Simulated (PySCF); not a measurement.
**Basis-set dependence of PI at MP2**

PySCF, UHF reference; triplet, unpaired electrons π ↑↑; De to P + I without counterpoise correction. Frozen cores follow the default of each basis and core potential.

| basis | relativity | functions | Re (Å) | ωe (cm⁻¹) | De (eV) | frozen orbitals |
| --- | --- | --- | --- | --- | --- | --- |
| x2c-SVPall | spin-free X2C | 54 | 2.424 | 354 | 1.79 | 23 |
| def2-SVPD | scalar-relativistic core potentials | 59 | 2.428 | 348 | 1.85 | 9 |
| def2-TZVPP | scalar-relativistic core potentials | 92 | 2.372 | 375 | 2.23 | 9 |

Q: How does each smaller set differ from the one with most functions, def2-TZVPP?

A: x2c-SVPall: +5.2 pm, -5.6 % in ωe, -0.44 eV in De; def2-SVPD: +5.6 pm, -7.2 % in ωe, -0.38 eV in De. All at MP2; the set with most functions is neither the basis-set limit nor always the best. The rows treat relativity differently, so the differences are not basis effects alone.

Correlated steps freeze the inner cores (9 to 23 orbitals); shallow outer-core shells are correlated. Correlated levels converge slowly with the basis: in double zeta they bind strong bonds too weakly, by up to about 1 eV, and carry superposition errors of some tenths. Spin–orbit coupling is left out, which matters for elements this heavy, above all for dissociation energies. The state was picked by a PBE0 search and need not be the measured ground state.
